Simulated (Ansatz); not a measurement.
Geometry optimisation, RHF/def2-SVP (Ansatz 0.2.0).

input.yaml

```yaml
crystal:
  periodic: [false, false, false]
  atoms:
    - { symbol: Si, position_ang: [0.0, 0.0, 0.0] }
    - { symbol: H, position_ang: [0.0, 0.0, 1.81] }
    - { symbol: O, position_ang: [1.5842, 0.0, -0.5594] }
    - { symbol: Si, position_ang: [2.4906, -1.3762, -0.8866] }
    - { symbol: H, position_ang: [1.6598, -2.3521, -1.5857] }
    - { symbol: H, position_ang: [3.6318, -1.0202, -1.7249] }
    - { symbol: H, position_ang: [2.9691, -1.9538, 0.366] }
    - { symbol: F, position_ang: [-0.7489, 1.2974, -0.5295] }
    - { symbol: F, position_ang: [-0.7489, -1.2974, -0.5295] }
    - { symbol: O, position_ang: [-1.879, 0.0, 0.6243] }
    - { symbol: Al, position_ang: [-3.1927, -0.9643, -0.0916] }
    - { symbol: H, position_ang: [-2.9236, -2.4314, -0.5488] }
    - { symbol: H, position_ang: [-4.6133, -0.3425, -0.2619] }
    - { symbol: H, position_ang: [-0.9605, 0.0, 1.7351] }
basis:
  gaussian: { orbitals: def2-SVP }
hamiltonian:
  xc: hf
relax:
  f_tol: 0.15
  max_steps: 25
  restrain:
    - { distance: [0, 9], at: 1.68, k: 30.0 }
    - { distance: [13, 1], at: 0.66, k: 30.0 }
    - { distance: [0, 1], at: 2.66, k: 30.0 }
    - { distance: [13, 9], at: 2.21, k: 30.0 }
```

Run as:

```bash
$ ansatz run input.yaml --threads 4 --pin off --max-ram 5120MiB --backend cpu --events-out ev --progress --plain --runs-dir out
```

Where does it end, and by what steps?

The run converged. The restraints hold the end off the free minimum; the threshold counts their pulls, which the force column leaves out. Restrained pairs: Si1–O10 (1.98 → 1.63 Å), H2–H14 (0.96 → 0.71 Å), Si1–H2 (1.81 → 2.67 Å), O10–H14 (1.44 → 2.22 Å). After 15 steps the energy has fallen by 6.625 eV (the restraints' own energy left out); F9 moved furthest, 2.10 Å.

```csv
step,energy less start (eV),largest force component (eV/Å),accepted
0,0.0000,5.000,yes
1,-0.4034,4.636,yes
2,-1.5009,3.449,yes
3,-3.4973,2.549,yes
4,-4.4379,1.669,yes
5,-4.9592,1.167,yes
6,-5.4007,1.248,yes
7,-5.7894,1.463,yes
8,-6.0618,1.476,yes
9,-6.2301,1.510,yes
10,-6.3538,1.534,yes
11,-6.4621,1.295,yes
12,-6.5431,1.331,yes
13,-6.5987,1.139,yes
14,-6.6128,1.178,yes
15,-6.6247,1.374,yes
```

```xyz
14
Properties=species:S:1:pos:R:3
Si -0.357 0.001 -0.714
H -0.014 0.477 1.891
O 0.983 -0.777 -0.322
Si 2.416 -1.550 -0.611
H 2.166 -2.739 -1.450
H 3.338 -0.633 -1.312
H 2.996 -1.958 0.681
F -0.174 1.561 -0.482
F -0.573 -0.158 -2.290
O -1.714 -0.545 0.015
Al -3.269 -1.231 0.153
H -3.407 -2.785 -0.023
H -4.474 -0.273 0.451
H -0.650 0.170 1.830
```

Run time: 31 s on 4 threads of Arm Neoverse V1 (shared host), peak memory 0.34 GiB.
